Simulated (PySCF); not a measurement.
A structure optimised at TPSSh-D3(BJ)/def2-SVP, used in a PySCF frequency run:

```xyz
12

C      2.3132     0.5257    -0.0527
C      1.0338    -0.2681     0.0863
C      0.2908    -0.7936    -1.1235
C     -0.2797     0.3335    -0.3162
Cl    -1.7210     0.0540     0.6848
H      2.4780     1.1691     0.8264
H      2.2845     1.1712    -0.9450
H      3.1821    -0.1448    -0.1526
H      0.9799    -0.9150     0.9682
H      0.6711    -0.5548    -2.1218
H     -0.1959    -1.7680    -1.0383
H     -0.2925     1.3396    -0.7426
```

Q: Write its SMILES and formula.

A: C[C@@H]1C[C@H]1Cl, C4H7Cl

Q: What are its rotational constants (standard atomic weights)?

A: 9.7169, 2.1961, 1.9669 GHz
